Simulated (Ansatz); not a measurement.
A first, cheap relaxation of C3H6BClO (`C=CB(Cl)CO`).

```yaml
crystal:
  periodic: [false, false, false]
  atoms:
    - {symbol: C, position_ang: [-0.189000, -2.337000, 0.350800]}
    - {symbol: C, position_ang: [0.320100, -1.084200, 0.285100]}
    - {symbol: B, position_ang: [-0.393000, 0.143000, -0.445700]}
    - {symbol: Cl, position_ang: [-1.924000, -0.016600, -1.278500]}
    - {symbol: C, position_ang: [0.382100, 1.546200, -0.470700]}
    - {symbol: O, position_ang: [0.566600, 2.039300, 0.852400]}
    - {symbol: H, position_ang: [0.302800, -3.099900, 0.850800]}
    - {symbol: H, position_ang: [-1.163900, -2.478300, -0.121100]}
    - {symbol: H, position_ang: [1.294500, -0.910600, 0.797500]}
    - {symbol: H, position_ang: [1.373700, 1.428400, -0.911900]}
    - {symbol: H, position_ang: [-0.215300, 2.285400, -1.032900]}
    - {symbol: H, position_ang: [-0.277500, 2.429300, 1.158300]}
basis:
  gaussian: {orbitals: def2-SVP}
hamiltonian: {xc: pbe, dispersion: d4}
relax: {f_tol: 0.03, max_steps: 200}
```

```sh
$ ansatz run in.yaml --threads 4 --pin off --events-out ev --progress --plain --max-ram 10444MiB
```

Shortened log:

```
Functional definition: PBE
mean field -18433.71776981 eV, -677.4266332178 hartree, gradient 2.4e-5 eV, S^2 0.000000; 0 other end points of the search recorded, 0 dependent functions left out
relax step   1: F+E_penalty+E_count = -18433.97840784 eV  Δ(F+E_penalty+E_count) = +0.000e0 eV  max|allowed force component| = 2.552e0 eV/Å  Δτ_max = 0.0000 Å  (30 SCF iters, accepted)
mean field -18433.88461886 eV, -677.4327648074 hartree, gradient 1.2e-5 eV, S^2 0.000000; 0 other end points of the search recorded, 0 dependent functions left out
relax step   2: F+E_penalty+E_count = -18434.14721265 eV  Δ(F+E_penalty+E_count) = -1.688e-1 eV  max|allowed force component| = 9.652e-1 eV/Å  Δτ_max = 0.1257 Å  (30 SCF iters, accepted)
mean field -18433.92219398 eV, -677.4341456675 hartree, gradient 1.8e-5 eV, S^2 0.000000; 0 other end points of the search recorded, 0 dependent functions left out
relax step   3: F+E_penalty+E_count = -18434.18455260 eV  Δ(F+E_penalty+E_count) = -3.734e-2 eV  max|allowed force component| = 6.637e-1 eV/Å  Δτ_max = 0.0861 Å  (30 SCF iters, accepted)
mean field -18433.85966612 eV, -677.4318478109 hartree, gradient 6.5e-6 eV, S^2 0.000000; 0 other end points of the search recorded, 0 dependent functions left out
relax step   4: F+E_penalty+E_count = -18434.12460938 eV  Δ(F+E_penalty+E_count) = +5.994e-2 eV  max|allowed force component| = 1.844e0 eV/Å  Δτ_max = 0.2000 Å  (31 SCF iters, rejected (line search))
mean field -18433.96322794 eV, -677.4356536378 hartree, gradient 1.6e-5 eV, S^2 0.000000; 0 other end points of the search recorded, 0 dependent functions left out
relax step   5: F+E_penalty+E_count = -18434.22640951 eV  Δ(F+E_penalty+E_count) = -4.186e-2 eV  max|allowed force component| = 1.921e-1 eV/Å  Δτ_max = 0.0974 Å  (30 SCF iters, accepted)
mean field -18433.97423178 eV, -677.4360580216 hartree, gradient 1.8e-5 eV, S^2 0.000000; 0 other end points of the search recorded, 0 dependent functions left out
relax step   6: F+E_penalty+E_count = -18434.23719243 eV  Δ(F+E_penalty+E_count) = -1.078e-2 eV  max|allowed force component| = 1.287e-1 eV/Å  Δτ_max = 0.1000 Å  (30 SCF iters, accepted)
mean field -18433.98861819 eV, -677.4365867123 hartree, gradient 6.1e-6 eV, S^2 0.000000; 0 other end points of the search recorded, 0 dependent functions left out
relax step   7: F+E_penalty+E_count = -18434.25093399 eV  Δ(F+E_penalty+E_count) = -1.374e-2 eV  max|allowed force component| = 3.096e-1 eV/Å  Δτ_max = 0.1466 Å  (30 SCF iters, accepted)
mean field -18433.98715443 eV, -677.4365329200 hartree, gradient 1.7e-5 eV, S^2 0.000000; 0 other end points of the search recorded, 0 dependent functions left out
relax step   8: F+E_penalty+E_count = -18434.24882554 eV  Δ(F+E_penalty+E_count) = +2.108e-3 eV  max|allowed force component| = 1.085e0 eV/Å  Δτ_max = 0.1950 Å  (29 SCF iters, rejected (line search))
mean field -18434.00828796 eV, -677.4373095629 hartree, gradient 2.6e-5 eV, S^2 0.000000; 0 other end points of the search recorded, 0 dependent functions left out
relax step   9: F+E_penalty+E_count = -18434.27066687 eV  Δ(F+E_penalty+E_count) = -1.973e-2 eV  max|allowed force component| = 2.005e-1 eV/Å  Δτ_max = 0.0975 Å  (30 SCF iters, accepted)
mean field -18434.02241692 eV, -677.4378287925 hartree, gradient 1.9e-5 eV, S^2 0.000000; 0 other end points of the search recorded, 0 dependent functions left out
relax step  10: F+E_penalty+E_count = -18434.28457171 eV  Δ(F+E_penalty+E_count) = -1.390e-2 eV  max|allowed force component| = 1.798e-1 eV/Å  Δτ_max = 0.0975 Å  (30 SCF iters, accepted)
mean field -18434.03812806 eV, -677.4384061662 hartree, gradient 1.5e-5 eV, S^2 0.000000; 0 other end points of the search recorded, 0 dependent functions left out
relax step  11: F+E_penalty+E_count = -18434.29973043 eV  Δ(F+E_penalty+E_count) = -1.516e-2 eV  max|allowed force component| = 3.564e-1 eV/Å  Δτ_max = 0.1435 Å  (30 SCF iters, accepted)
mean field -18434.02813584 eV, -677.4380389590 hartree, gradient 9.2e-6 eV, S^2 0.000000; 0 other end points of the search recorded, 0 dependent functions left out
relax step  12: F+E_penalty+E_count = -18434.29059126 eV  Δ(F+E_penalty+E_count) = +9.139e-3 eV  max|allowed force component| = 7.914e-1 eV/Å  Δτ_max = 0.1999 Å  (31 SCF iters, rejected (line search))
mean field -18434.05291104 eV, -677.4389494308 hartree, gradient 1.4e-5 eV, S^2 0.000000; 0 other end points of the search recorded, 0 dependent functions left out
relax step  13: F+E_penalty+E_count = -18434.31481562 eV  Δ(F+E_penalty+E_count) = -1.509e-2 eV  max|allowed force component| = 2.014e-1 eV/Å  Δτ_max = 0.0974 Å  (30 SCF iters, accepted)
mean field -18434.06516752 eV, -677.4393998483 hartree, gradient 2.0e-5 eV, S^2 0.000000; 0 other end points of the search recorded, 0 dependent functions left out
relax step  14: F+E_penalty+E_count = -18434.32715966 eV  Δ(F+E_penalty+E_count) = -1.234e-2 eV  max|allowed force component| = 8.117e-2 eV/Å  Δτ_max = 0.1000 Å  (30 SCF iters, accepted)
mean field -18434.06524468 eV, -677.4394026840 hartree, gradient 2.0e-5 eV, S^2 0.000000; 0 other end points of the search recorded, 0 dependent functions left out
relax step  15: F+E_penalty+E_count = -18434.32720116 eV  Δ(F+E_penalty+E_count) = -4.150e-5 eV  max|allowed force component| = 1.106e-1 eV/Å  Δτ_max = 0.0437 Å  (31 SCF iters, accepted)
mean field -18434.06696850 eV, -677.4394660329 hartree, gradient 2.0e-5 eV, S^2 0.000000; 0 other end points of the search recorded, 0 dependent functions left out
relax step  16: F+E_penalty+E_count = -18434.32899169 eV  Δ(F+E_penalty+E_count) = -1.791e-3 eV  max|allowed force component| = 3.393e-2 eV/Å  Δτ_max = 0.0319 Å  (31 SCF iters, accepted)
mean field -18434.06691225 eV, -677.4394639658 hartree, gradient 2.0e-5 eV, S^2 0.000000; 0 other end points of the search recorded, 0 dependent functions left out
relax step  17: F+E_penalty+E_count = -18434.32896919 eV  Δ(F+E_penalty+E_count) = +2.250e-5 eV  max|allowed force component| = 3.694e-2 eV/Å  Δτ_max = 0.0223 Å  (31 SCF iters, rejected (line search))
mean field -18434.06725315 eV, -677.4394764935 hartree, gradient 2.0e-5 eV, S^2 0.000000; 0 other end points of the search recorded, 0 dependent functions left out
relax step  18: F+E_penalty+E_count = -18434.32925723 eV  Δ(F+E_penalty+E_count) = -2.655e-4 eV  max|allowed force component| = 1.018e-2 eV/Å  Δτ_max = 0.0108 Å  (32 SCF iters, accepted)
mean field -18434.06725315 eV, -677.4394764935 hartree, gradient 2.1e-5 eV, S^2 0.000000; 1 other end points of the search recorded, 0 dependent functions left out
Total energy: -18434.32929066 eV, -677.4491061945 hartree
Atom 0 at    -0.281651    -2.239012     0.431816 Å, force    -0.005418     0.010177    -0.008059 eV/Å
Atom 1 at     0.170162    -0.963414     0.429486 Å, force    -0.003162    -0.002614     0.005369 eV/Å
Atom 2 at    -0.298906     0.135600    -0.561409 Å, force     0.003633    -0.003445    -0.005381 eV/Å
Atom 3 at    -1.444461    -0.259035    -1.867160 Å, force     0.001629    -0.000424    -0.000805 eV/Å
Atom 4 at     0.227854     1.623234    -0.484590 Å, force    -0.004376    -0.001198    -0.005684 eV/Å
Atom 5 at     1.008718     1.951326     0.662645 Å, force     0.002581    -0.000587     0.003054 eV/Å
Atom 6 at     0.081686    -2.997395     1.146200 Å, force     0.001329    -0.002550     0.005842 eV/Å
Atom 7 at    -1.042283    -2.568053    -0.298091 Å, force     0.002322    -0.001295     0.002240 eV/Å
Atom 8 at     0.933616    -0.669214     1.173255 Å, force     0.003720    -0.005828     0.000931 eV/Å
Atom 9 at     0.889274     1.765724    -1.373504 Å, force     0.002613     0.002516    -0.003000 eV/Å
Atom 10 at    -0.605641     2.350899    -0.665001 Å, force    -0.006099     0.004272     0.003838 eV/Å
Atom 11 at     0.438731     1.814340     1.440452 Å, force     0.001228     0.000976     0.001654 eV/Å
Dipole moment:    -0.139927    -0.171913     0.232787 e Å
```

It took 27 s on 4 threads of an Arm Neoverse V1 on a shared host, with 0.16 GiB of host memory at the peak.
